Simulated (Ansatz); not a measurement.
FH2ISi, SMILES `F[SiH2]I`, relaxed with RKS PBE0-D4/def2-TZVP in the Gaussian-basis code of Ansatz from a PBE-D4/def2-SVP geometry. The force threshold is 0.005 eV/Å; the program also tests the step.

Total charge 0; spin multiplicity 1. I takes the def2 core potential.

Start:

```xyz
5

F     0.212   -1.419    0.857
Si    0.192   -0.015    0.023
I    -2.122    0.588   -0.506
H     0.937   -0.212   -1.259
H     0.781    1.057    0.885
```

```tsv
step	energy (eV)	largest force (eV/Å)	largest move (Å)
1	-18726.7345	1.238	0.000
2	-18726.7621	0.817	0.045
3	-18726.7730	0.364	0.030
4	-18726.7741	0.236	0.021
5	-18726.7758	0.004	0.011
```

End:

```xyz
5

F     0.207   -1.385    0.836
Si    0.189   -0.015    0.023
I    -2.101    0.576   -0.496
H     0.930   -0.214   -1.238
H     0.775    1.038    0.876
```

Hardware: 2 threads of a server CPU on a shared host. Wall time 9.5 s, peak host memory 0.26 GiB.
